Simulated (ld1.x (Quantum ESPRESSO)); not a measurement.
**How hard is this N (Z = 7) ultrasoft potential?**

* Element: nitrogen
* Generator: ld1.x (Quantum ESPRESSO) 7.5
* Type: ultrasoft
* Functional: PBE
* Relativity: scalar-relativistic
* Frozen core: [He]
* Valence charge: 5
* Reference configuration: 2s2 2p3
* Partial waves: 2s (bound): rcut 1.10, rcutus 1.20 bohr; 2s channel at -0.75 Ry: rcut 1.10, rcutus 1.20 bohr; 2p (bound): rcut 1.20, rcutus 1.45 bohr; 2p channel at 0.2 Ry: rcut 1.20, rcutus 1.45 bohr
* Local potential: all-electron potential smoothed inside 0.95 bohr (lloc = -1)
* Core correction: Bessel-smoothed model core inside 0.60 bohr
* Augmentation charge: PSQ, radius 0.80 bohr

The pseudo-atom Hamiltonian at the reference potential is diagonalised in spherical Bessel functions j_l(qr) that vanish at 20 bohr, with q² up to the cutoff. All-electron valence levels (Ry): 2s -1.3658, 2p -0.5211.

Q: How do the lowest levels (Ry) of each channel move with the cutoff, and are there ghosts?

A:

```
cutoff (Ry)     s #1     p #1    p #2    d #1    f #1  Σ f·Δε (mRy)
          8  -1.3334  -0.1328  0.0470  0.0769  0.1195        1229.7
         12  -1.3590  -0.2462  0.0420  0.0768  0.1195         838.5
         15  -1.3626  -0.3519  0.0392  0.0768  0.1195         514.1
         21  -1.3651  -0.4678  0.0370  0.0768  0.1195         161.4
         25  -1.3653  -0.5068  0.0363  0.0768  0.1195          44.1
         35  -1.3657  -0.5207  0.0361  0.0768  0.1195           1.6
         40  -1.3657  -0.5209  0.0361  0.0768  0.1195           0.9
         50  -1.3658  -0.5209  0.0361  0.0768  0.1195           0.6
        400  -1.3658  -0.5211  0.0361  0.0768  0.1195           0.0
```

Result: no extra level below or beside the all-electron valence levels (s, p, d, f tested); 10 mRy is reached at 30 Ry and 1 mRy at 40 Ry.
